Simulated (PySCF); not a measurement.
**Peak assignment**

Atom-mapped SMILES (the numbers label the heavy atoms): `[CH3:1][O:2][SiH2:3][SiH2:4][C:5]([F:6])([F:7])[F:8]` (H(Xn): hydrogen on atom n).

- GFN2-xTB structure
- shieldings: GIAO PBE0/pcSseg-1
- run in PySCF 2.14
- no solvent model, non-relativistic Hamiltonian, single conformer, rapidly exchanging positions averaged

Shifts are taken against calculated references (same method and geometry level): 13C (186.93 ppm), 1H (31.72 ppm) vs TMS.

(1) Assign these signals to the numbered atoms. 13C{1H} NMR (computed): δ 141.8 (C), 56.2 (CH3).

(2) Assign these signals to the numbered atoms. 1H NMR (500 MHz, computed): δ 5.46 (t, 2H), 4.18 (m, 2H), 3.69 (s, 3H).

Answers

(1) 
| δ (ppm) | atoms | environment | reason |
| --- | --- | --- | --- |
| 141.8 | C5 | CF3 carbon | 3 electronegative neighbours deshield it |
| 56.2 | C1 | methyl carbon bonded to O | deshielded by the electronegative neighbour |

(2) 
```tsv
δ (ppm)	atoms	environment	reason
5.46	H(Si3)	hydrogen on a silicon bonded to O, Si	–
4.18	H(Si4)	hydrogen on a silicon bonded to C, Si	–
3.69	H(C1)	hydrogen on a methyl carbon bonded to O	its carbon carries O, hence the downfield position
```

Splittings by 19F in the carbon and heteronuclear signals aren't shown, as no couplings were computed. Shifts are as computed. Against solution values, carbons near 30 ppm lie about +3 ppm off and those near 130 ppm about +5 ppm. Of 1211 compounds with measured shifts, 218 miss one by over three times the rms of a fit or turn the order of signals round; such compounds aren't used in these exercises. No couplings were computed; multiplicities are counted from neighbouring protons, with m where these are inequivalent, close in shift, in a saturated or five-membered ring or joined by F or P, and br s for small geminal =CH2 splittings.
